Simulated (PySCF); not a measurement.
BeFBr, SMILES [F][Be][Br]. Heavy atoms are numbered as in [Be:1]([F:2])[Br:3].

Geometry optimised at PBE0-D3(BJ)/def2-TZVP.

Calculation: HF/pcSseg-2 (PySCF).

GIAO shieldings, no solvent; atoms alike by connectivity are averaged. δ = σ(ref) − σ: ¹⁹F against CFCl3 (σ = 237.3 ppm), references at their B3LYP-D3(BJ)/def2-TZVP geometries, non-relativistic (without spin–orbit terms, shifts of atoms bonded to Cl or Br come out too high).

Computed chemical shifts:
| nucleus | atoms | count | δ (ppm) |
|---|---|---|---|
| ¹⁹F | F2 | 1 | -134.1 |
